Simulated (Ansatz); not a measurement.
`[NH2][GeH2][SiH2]F` + H–F → `[NH2][GeH2][F]` + `F[SiH3]`  (cleavage of the Ge–Si bond)

Isolated molecules relaxed with PBE0-D4/def2-TZVP in Ansatz; ΔE leaves out vibrations. CBS: MP2 limit from def2 TZ/QZ plus the TZ coupled-cluster correction, frozen cores. This one scheme is used for every species. DFT in def2-TZVPP. B3LYP here is the variant with VWN-RPA as its local correlation; programs differ in this. For Ge outer-core shells are correlated without core-valence functions, which leaves a few kJ/mol of doubt a bond. Scalar relativity is left out up to krypton. Each species was taken in one conformer, which may not be the lowest.

`[NH2][GeH2][SiH2]F`:

Cartesian coordinates in Å:
```
N 1.529 0.314 1.035
Ge 0.579 0.392 -0.547
Si -1.613 -0.451 -0.136
F -2.431 0.542 0.823
H 1.647 -0.624 1.394
H 2.440 0.748 0.981
H 1.209 -0.427 -1.706
H 0.565 1.871 -0.971
H -1.551 -1.778 0.534
H -2.374 -0.586 -1.406
```

H–F:

Cartesian coordinates in Å:
```
F -0.128 0.435 0.080
H 0.128 -0.435 -0.080
```

`[NH2][GeH2][F]`:

```xyz
7

N    -0.314   -0.163    1.100
Ge    0.401    0.001   -0.556
F    -0.754    0.664   -1.693
H    -0.557    0.698    1.567
H    -1.067   -0.828    1.196
H     0.744   -1.388   -1.099
H     1.547    1.015   -0.514
```

`F[SiH3]`:

Z-matrix (Å, degrees):
```
Si
F 1 1.600
H 1 1.482 2 108.3
H 1 1.482 2 108.3 3 -120.0
H 1 1.482 2 108.3 3 120.0
```

```csv
level,ΔE (eV)
B3LYP-D4,-0.82
SCS-MP2/def2-TZVPP,-0.94
```

(1) What does CCSD(T)/CBS give? (Best estimate.)

Largest T1 diagnostic among the species: 0.011.

Results:

(1) Computed: -0.76 eV. The listed levels differ from it by -0.06, -0.18 eV.

The D4 term adds +0.09 eV with B3LYP and +0.05 eV with PBE0; it sums over pairs of atoms, weighted by their polarisabilities, and B3LYP, whose exchange is more repulsive, gets the larger term. In def2-TZVPP, CCSD(T) changes the Hartree–Fock value by +0.32 eV (the triples alone add +0.03 eV) and MP2 by +0.29 eV.
